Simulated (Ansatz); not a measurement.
Basis-set extrapolation for `[OH][Al]([SH])[SH]` (PBE0-D4/def2-TZVP geometry, frozen core, the Gaussian-basis code of Ansatz). Multiplicity 1, RHF reference.

```csv
,def2-TZVPP,def2-QZVPP
HF,-1113.820887,-1113.854122
MP2 correlation,-0.668672,-0.726978
CCSD(T) correlation,-0.739040,not run
```

Energies in hartree. Use E(X) = E(∞) + A·exp(−7.88·√X) for Hartree–Fock and E(X) = E(∞) + B·X^(−2.97) for correlation, with X = 3 and 4, and add CCSD(T) minus MP2 of the smaller set to the MP2 limit.

Problem. What is the CCSD(T) energy at the basis-set limit?

Solution. HF limit: -1113.854122 + (-0.033235) × 0.13774 = -1113.85870. MP2 limit: -0.726978 + (-0.058306) × 0.74074 = -0.77017. Higher-order term: -0.739040 − (-0.668672) = -0.07037. Total: -1114.69924 hartree, 365.8 kJ/mol below CCSD(T)/def2-TZVPP.
